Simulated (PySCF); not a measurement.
All values below come from r2SCAN-D4/def2-TZVP (PySCF 2.14.0). Gas-phase values, no solvent. One relaxed conformer stands for a flexible species; it need not be the lowest. Excitations are Tamm–Dancoff values on a coarser integration grid. The basis has no diffuse functions, so Rydberg states are missing or too high.

Reference species (SMILES): `O=C=BB` (neutral, multiplicity 1).

LUMO: -5.00 eV
HOMO–LUMO gap: 0.80 eV
T1 excitation (TDA): 0.10 eV

Changed species: `OC1B=B1` (H–O–C–B torsion 133°).

Task: Predict the effect on the LUMO, HOMO–LUMO gap and T1 excitation (TDA).

Result: the LUMO rises by 0.78 eV, to -4.22 eV; the HOMO–LUMO gap increases by 0.86 eV, to 1.66 eV; the T1 excitation (TDA) rises by 0.28 eV, to 0.38 eV.
